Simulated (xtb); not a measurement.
CH$_{4}$AlO (SMILES [CH3][Al+][OH]), charge +1, singlet, geometry from GFN2-xTB (such geometries of metal compounds can be far from the true shape).

Here is a job for xtb.
```
$ xtb mol.xyz --gfn 2 --chrg 1 --json

# file mol.xyz
7

Al     0.01378599    -0.08771531     0.05941353
C     -0.23964694     1.52478693    -1.03280691
H     -0.97632662     2.17684818    -0.54640708
H     -0.60085771     1.23286648    -2.02717849
H      0.71891160     2.05116469    -1.12531413
O      0.22145958    -1.40906733     0.95442481
H      0.34525979    -2.19676333     1.48796681
```

Question: What is the computed total energy (xtb with GFN2-xTB)?

Answer: -8.9238 Eh

Question: What is the computed partial charges in atom order (GFN2-xTB)?

Answer: Al1 0.52, C2 -0.18, H3 0.19, H4 0.19, H5 0.19, O6 -0.33, H7 0.41

Question: What HOMO-LUMO gap does GFN2-xTB give?

Answer: 4.07 eV
